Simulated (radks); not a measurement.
Values are calculated unless marked as measured or tabulated.
The thallium ion Tl71+, configuration [Ne].

Code: a radial shooting solver on a logarithmic mesh with Libxc functionals. Model: Dirac Kohn-Sham, PBE, spin-unpolarised, spherical densities, finite nucleus; Fermi nuclear charge, rms radius 5.4759 fm.

Energy parts (hartree):
total: -13560.3505
kinetic: 16336.7176
electron-nucleus: -30654.1701
Hartree: 912.2901
exchange-correlation: -155.1881

Orbitals (lengths in bohr, moments of r in powers of bohr; r(90%) holds 90 % of the orbital's charge):
| orbital | occ. | eigenvalue (hartree) | <r> | <r^2> | r(90%) | <r^4> |
|---|---|---|---|---|---|---|
| 1s1/2 | 2 | -3388.929 | 0.01631 | 0.0003683 | 0.0299 | 3.741e-07 |
| 2s1/2 | 2 | -792.5100 | 0.06703 | 0.005369 | 0.105 | 0.00005011 |
| 2p1/2 | 2 | -774.1632 | 0.05493 | 0.003766 | 0.0915 | 0.00002924 |
| 2p3/2 | 4 | -695.5080 | 0.06335 | 0.004867 | 0.102 | 0.00004564 |
| 3s1/2 | 0 | -329.5428 | 0.1610 | 0.02972 | 0.235 | 0.001299 |
| 3p1/2 | 0 | -323.3188 | 0.1503 | 0.02632 | 0.225 | 0.001063 |
| 3p3/2 | 0 | -301.4304 | 0.1625 | 0.03058 | 0.241 | 0.001413 |

The highest occupied level is 2p3/2 at -18925.7 eV. Summed over all electrons, <r^2> = 0.03847 bohr^2, which gives a Langevin (diamagnetic) susceptibility term of -0.0305 x 10^-6 cm^3/mol.
